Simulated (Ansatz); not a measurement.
`CC(=N)BO` + `OCC=S` → `COCC=S` + `N=CBO`  (substitution at a C–C bond)

Program: Ansatz. Geometries: PBE0-D4/def2-TZVP. ΔE: electronic, gas phase. CBS: MP2 limit from def2 TZ/QZ plus the TZ coupled-cluster correction, frozen cores. DFT in def2-TZVPP. B3LYP here is the variant with VWN-RPA as its local correlation; programs differ in this. Each species was taken in one conformer, which may not be the lowest.

Question: Is it downhill or uphill in electronic energy at CCSD(T)/CBS, and by how much? (Estimate.)

Answer: Ansatz gave: Uphill: ΔE = +0.68 eV.

Question: What do these levels give: B3LYP-D4, ωB97M-V, B2PLYP, PBE, r2SCAN, PBE0, B3LYP, HF/def2-TZVPP, CCSD/def2-TZVPP, CCSD(T)/def2-TZVPP, MP2/def2-QZVPP, MP2/CBS(def2)? (An estimate is asked.)

Answer: The calculation gave: B3LYP-D4 0.67, ωB97M-V 0.67, B2PLYP 0.66, PBE 0.77, r2SCAN 0.76, PBE0 0.75, B3LYP 0.66, HF/def2-TZVPP 0.56, CCSD/def2-TZVPP 0.63, CCSD(T)/def2-TZVPP 0.64, MP2/def2-QZVPP 0.73, MP2/CBS(def2) 0.74 eV.

Largest T1 diagnostic among the species: 0.016.

In def2-TZVPP, CCSD(T) changes the Hartree–Fock value by +0.09 eV (the triples alone add +0.01 eV) and MP2 by +0.15 eV.
